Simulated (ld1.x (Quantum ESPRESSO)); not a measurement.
Before and after: RRKJ potential for selenium

```json
{"Element": "Se", "Generator": "ld1.x (Quantum ESPRESSO) 7.5", "Type": "norm-conserving RRKJ (Kleinman–Bylander form)", "Functional": "PBE", "Relativity": "fully relativistic", "Frozen core": "[Ar] 3d10", "Valence charge": "6", "Reference configuration": "4s2 4p4", "Partial waves": "4s (bound): rc 1.60 bohr; 4p (bound): rc 1.25 bohr", "Local potential": "all-electron potential smoothed inside 1.15 bohr (lloc = -1)", "Core correction": "Bessel-smoothed model core, default radius (core density twice the valence density)", "rho0": "0.02"}
```

Open shells are filled in proportion to 2j + 1 (rel_dist='average').

All-electron outer shells of the reference configuration (PBE, scalar-relativistic, ld1.x):

```tsv
shell	level (eV)	outermost node (bohr)	outermost maximum (bohr)
3p	-152.98	0.21	0.50
3d	-53.12	–	0.45
4s	-17.29	0.70	1.51
4p	-6.51	0.74	1.82
```

Change: all radii but the core radius scaled by about 1.34 (s 2.14, p 1.68 bohr); local potential all-electron potential smoothed inside 1.54 bohr (lloc = -1).

Cutoffs: the cutoffs (Ry, on a coarse ladder) from which the occupation-weighted sum of valence levels, in a spherical-Bessel basis at the reference potential, stays within 10 and 1 mRy of its value at 400 Ry; they do not see the model core or the augmentation charge, which bear on the density cutoff. Errors are all-electron minus pseudo energies relative to the spin-unpolarised reference configuration.

**Question.** How do hardness, ghosts and transferability respond?

**Answer.** The potential gets softer (80 Ry and 100 Ry → 35 Ry and 45 Ry); the bound ghost in s disappears; of the 7 tests that both files solve, the error grows in 2 and shrinks in 2 by more than 15 % and 0.3 meV (median size 2.0 → 7.5 meV). A larger radius leaves more room for a smooth pseudo-wave, so fewer plane waves are needed.

```tsv
quantity	base	changed
cutoff, loose	80 Ry	35 Ry
cutoff, tight	100 Ry	45 Ry
loose cutoff by channel (10 mRy a level)	s 45 Ry, p 70 Ry	s 15 Ry, p 25 Ry
bound ghosts	s	none
error for 4s2 4p3, meV [ΔE 10.85 eV]	+2.0	+1.7
error for 4s2 4p2, meV [ΔE 31.20 eV]	-1.1	+7.5
error for 4s2 4p1, meV [ΔE 62.08 eV]	-51	+15
error for 4s1 4p4, meV [ΔE 22.38 eV]	+7.0	-21
error for 4s2 4p0, meV [ΔE 104.27 eV]	-266	+16
error for 4s2 4p4.3, meV [ΔE -1.59 eV]	+0.1	+0.1
error for 4s2 4p3.5, meV [ΔE 4.31 eV]	+0.6	+0.4
```

 A true bound ghost makes a file unfit for plane-wave use even where its test errors are small: the radial tests pick states by their node count and pass the ghost by.
